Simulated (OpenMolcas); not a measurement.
## CH5FOSi (SMILES CO[SiH2]F): methods side by side

CH5FOSi has 9 atoms, charge 0, and is taken as a singlet. As SMILES, `CO[SiH2]F`. The shape is that of a PBE0-D4/def2-TZVP optimisation. This is one conformer, not always the lowest.

```xyz
9

C    -0.2802    1.1507   -0.6884
O    -0.7436   -0.0642   -0.1380
Si    0.1689   -1.1277    0.6799
F     1.2020   -1.8652   -0.2901
H     0.1896    0.9790   -1.6608
H    -1.1359    1.8136   -0.8230
H     0.4434    1.6435   -0.0290
H    -0.7482   -2.1417    1.2319
H     0.9924   -0.4342    1.7003
```

Quantity: the energy change with the O2–Si3 bond stretched from 1.623 to 2.109 Å, in eV. The values are calculated.

```
                        level                   kind     program  value (eV)  less CCSD(T)/def2-SVP  CPU time (all runs)
 revPBE/def2-SVP (restricted)                    GGA  OpenMolcas        1.41                  -0.34                 75 s
  M06-L/def2-SVP (restricted)               meta-GGA  OpenMolcas        1.69                  -0.06                 99 s
 r2SCAN/def2-SVP (restricted)               meta-GGA  OpenMolcas        1.70                  -0.05                 98 s
  B3LYP/def2-SVP (restricted)          global hybrid  OpenMolcas        1.67                  -0.08                 81 s
  BHLYP/def2-SVP (restricted)          global hybrid  OpenMolcas        1.94                  +0.19                 81 s
 M06-2X/def2-SVP (restricted)        hybrid meta-GGA  OpenMolcas        1.88                  +0.13                 95 s
   PBE0/def2-SVP (restricted)          global hybrid  OpenMolcas        1.75                   0.00                 67 s
CCSD(T)/def2-SVP (restricted)  coupled cluster or CI  OpenMolcas        1.75                   0.00              2.8 min
```

Differences are taken from CCSD(T)/def2-SVP (restricted) for orientation; it has basis-set and higher-order errors of its own. The first shape isn't each level's own minimum. The values span 1.41 to 1.94 eV. Times are those of the runs behind each value, whatever else they computed, on shared processors of several kinds: orders of magnitude only.
